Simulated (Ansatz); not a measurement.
`N[SiH]([SiH3])BF` + `FB(F)[SiH3]` → `N[SiH]([SiH3])[SiH3]` + `FBB(F)F`  (redistribution)

Computed with Ansatz on PBE0-D4/def2-TZVP structures; ΔE is electronic, products minus reactants. CBS: MP2 limit from def2 TZ/QZ plus the TZ coupled-cluster correction, frozen cores. Functionals use def2-TZVPP. One conformer a species, not always the lowest.

```
               species  PBE-D4 energy (Eh)
    `N[SiH]([SiH3])BF`          -762.28431
         `FB(F)[SiH3]`          -515.66015
`N[SiH]([SiH3])[SiH3]`          -928.18457
             `FBB(F)F`          -349.76532
```

**Question.** Work out ΔE.

**Answer.** ΔE = (-928.18457) + (-349.76532) − (-762.28431) − (-515.66015) = -0.00543 Eh = -14.3 kJ/mol. CCSD(T)/CBS gives -17.1 kJ/mol.

Largest T1 diagnostic among the species: 0.014.

The D4 term adds −3.4 kJ/mol with B3LYP and −2.0 kJ/mol with PBE0; it sums over pairs of atoms, weighted by their polarisabilities, and B3LYP, whose exchange is more repulsive, gets the larger term. From PBE to PBE0 (25 % exact exchange), in def2-TZVPP and without D4, ΔE moves by −3.3 kJ/mol.

B3LYP here is the variant with VWN-RPA as its local correlation; programs differ in this.
